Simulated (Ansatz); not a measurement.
Consider the ligand exchange at a Ge–F bond: `[F][GeH2][Cl]` + `N[SiH](Cl)Cl` → `[Cl][GeH2][NH][SiH](Cl)Cl` + H–F.

Computed with Ansatz on PBE0-D4/def2-TZVP structures; ΔE is electronic, products minus reactants. CCSD(T)/CBS is the MP2 limit (def2-TZVPP, def2-QZVPP) plus CCSD(T) − MP2 in def2-TZVPP, frozen cores. This one scheme is used for every species. Functionals use def2-TZVPP. For Ge outer-core shells are correlated without core-valence functions, which leaves a few kJ/mol of doubt a bond. Scalar relativity is left out up to krypton. One conformer a species, not always the lowest.

`[F][GeH2][Cl]`:

Z-matrix (Å, degrees):
```
Ge
F 1 1.730
Cl 1 2.133 2 106.4
H 1 1.528 2 107.1 3 -116.6
H 1 1.528 2 107.1 3 116.6
```

`N[SiH](Cl)Cl`:

```xyz
7

N    -0.737   -0.809    0.199
Si    0.236    0.543   -0.094
Cl    1.075    1.091    1.684
Cl    1.780    0.235   -1.416
H    -0.414   -1.556    0.793
H    -1.366   -1.143   -0.515
H    -0.574    1.638   -0.651
```

`[Cl][GeH2][NH][SiH](Cl)Cl`:

Cartesian coordinates in Å:
```
Cl -1.581 2.456 0.292
Ge -1.602 0.315 0.025
N 0.000 -0.386 0.567
Si 1.533 -0.296 -0.161
Cl 2.411 -2.144 -0.194
Cl 1.267 0.381 -2.067
H -1.832 0.057 -1.460
H -2.673 -0.244 0.966
H -0.015 -0.736 1.516
H 2.490 0.596 0.517
```

H–F:

Z-matrix (Å, degrees):
```
F
H 1 0.920
```

```csv
species,PBE0 energy (Eh)
`[F][GeH2][Cl]`,-2637.87288
`N[SiH](Cl)Cl`,-1266.16693
`[Cl][GeH2][NH][SiH](Cl)Cl`,-3803.62779
H–F,-100.39405
```

(1) Work out ΔE.

Largest T1 diagnostic among the species: 0.011.

Answers

(1) ΔE = (-3803.62779) + (-100.39405) − (-2637.87288) − (-1266.16693) = 0.01797 Eh = +47.2 kJ/mol. CCSD(T)/CBS gives +30.5 kJ/mol.

In def2-TZVPP, CCSD(T) changes the Hartree–Fock value by −27.1 kJ/mol (the triples alone add −3.2 kJ/mol) and MP2 by −31.6 kJ/mol. The D4 term adds −17.0 kJ/mol with B3LYP and −9.8 kJ/mol with PBE0; it sums over pairs of atoms, weighted by their polarisabilities, and B3LYP, whose exchange is more repulsive, gets the larger term.

B3LYP here is the variant with VWN-RPA as its local correlation; programs differ in this.
